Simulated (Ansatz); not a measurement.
`CBC` + `C[SiH2]N` → `CBN[SiH2]C` + CH₄ at 600 K and 1 bar (ligand exchange at a B–C bond).

Gas-phase electronic energies from Ansatz, PBE0-D4/def2-TZVP geometries. CBS: MP2 limit from def2 TZ/QZ plus the TZ coupled-cluster correction, frozen cores. This one scheme is used for every species. Each species was taken in one conformer, which may not be the lowest.

```csv
species,CCSD(T)/CBS energy (Eh),H − E (kJ/mol),S (J/(mol·K))
`CBC`,-105.11307,269.5,357.3
`C[SiH2]N`,-386.08232,261.1,384.5
`CBN[SiH2]C`,-450.78607,393.5,481.6
CH₄,-40.46206,140.4,215.7
```

H − E and S are ideal-gas, rigid-rotor, harmonic terms from PBE0-D4/def2-TZVP, for one conformer and one mirror image of each species. 1 Eh = 2625.50 kJ/mol, R = 8.31446 J/(mol·K).

Task: By hand: ΔE, ΔH, ΔS and ΔG.

Result: ΔE = (-450.78607) + (-40.46206) − (-105.11307) − (-386.08232) = -0.05274 Eh = -138.5 kJ/mol. Δ(H − E) = 393.5 + 140.4 − 269.5 − 261.1 = 3.3, so ΔH = -135.2 kJ/mol. ΔS = 481.6 + 215.7 − 357.3 − 384.5 = -44.5 J/(mol·K). ΔG = -135.2 − 600 × (-44.5)/1000 = -108.5 kJ/mol.

Task: By hand: the equilibrium constant, and the temperature at which ΔG would vanish if ΔH and ΔS stayed fixed.

Result: log₁₀ K = −ΔG/(RT ln 10) = 9.4. ΔG = 0 at ΔH/ΔS = 3038 K, far beyond where these terms or the molecules hold.

ΔH outweighs TΔS. A doubt of 5 kJ/mol in ΔE shifts log₁₀ K by 0.4 here. Other conformers and mirror images would add mixing entropy, several J/(mol·K) or more a flexible species. These are equilibria of isolated gas molecules and say nothing of rates. Largest T1 diagnostic: 0.011 (customary marks: 0.02 for closed shells, 0.045 for open ones).
